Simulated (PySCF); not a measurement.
**TDDFT excited states: CH6N2O2Si2**

Compound: CH6N2O2Si2.
SMILES with atom numbers: `[O:1]=[C:2]([OH:3])[SiH:4]1[NH:5][SiH2:6][NH:7]1` (hydrogens: H8 on O3; H9 on Si4; H10 on N5; H11, H12 on Si6; H13 on N7)

Computed, not measured: TDDFT CAM-B3LYP/def2-SVPD, vertical, gas phase, core orbitals frozen in the response in PySCF 2.14.0, density-fitted response routines. The structure is a single GFN2-xTB conformer in the gas phase; no vibrational or solvent corrections. Torsions of this conformer, `[O:1]=[C:2]([OH:3])[SiH:4]1[NH:5][SiH2:6][NH:7]1`: O1–C2–Si4–N5 133°, H–O3–C2–O1 0°.

```
state  E (eV)  ν̃ (cm⁻¹)       f  |μ| (D)  symmetry   main configurations (H = HOMO, L = LUMO)
   S1    4.62      37280  0.0007     0.20         –                   H-1→L (68%), H-2→L (15%)
   S2    5.17      41700   0.021     1.05        A′                                  H→L (97%)
   S3    5.77      46540  0.0010     0.21         –    H-2→L (55%), H-1→L (25%), H-1→L+2 (12%)
   S4    6.68      53910  0.0040     0.40        A′                                H→L+2 (90%)
   S5    6.76      54560  0.0004     0.13         –                   H→L+1 (57%), H→L+3 (14%)
   S6    6.95      56070   0.047     1.33        A′                              H-1→L+1 (76%)
   S7    6.96      56130  0.0001     0.05         –                  H-1→L+2 (55%), H-2→L (9%)
   S8    7.38      59490   0.044     1.26        A′  H-1→L+3 (26%), H-2→L+1 (24%), H-3→L (22%)
```

Triplets, Tamm–Dancoff:

```json
{"state": "T1", "E (eV)": "4.02", "λ (nm)": "308.6", "main configurations (H = HOMO, L = LUMO)": "H-1→L (59%), H-2→L (19%), H-1→L+2 (10%)"}
{"state": "T2", "E (eV)": "4.95", "λ (nm)": "250.7", "main configurations (H = HOMO, L = LUMO)": "H→L (95%)"}
{"state": "T3", "E (eV)": "5.49", "λ (nm)": "225.7", "main configurations (H = HOMO, L = LUMO)": "H-2→L (47%), H-1→L (31%), H-1→L+2 (12%)"}
```

The lowest singlet lies at 4.62 eV (268 nm, ultraviolet) and is very weak; its leading configuration is HOMO-1→LUMO (68%). The strongest level in the table is S6 at 6.95 eV (178 nm, f = 0.047). S6/S7 lie within about 0.01 eV of each other. Löwdin shares by element: HOMO nitrogen 79%, silicon 12%; LUMO silicon 28%, carbon 22%, oxygen 16% or more (atoms not listed hold the other 34%). Of the 8 states listed, 3 reach f = 0.01 and 2 stay under 0.0005. The oscillator strengths of these states sum to 0.118; summed over the whole spectrum of an exact calculation they would give the number of electrons, 70 (Thomas–Reiche–Kuhn). Weighted by f, the mean energy of these states is 6.75 eV. Symmetry labels in Cs follow from the direction of the transition dipole and are given only for states with f of 0.002 or more. Singlets were solved by full linear response, triplets in the Tamm–Dancoff approximation.

On one thread, Intel Xeon (x86_64) (shared host), this took 49 s and 0.91 GiB of memory at its peak.
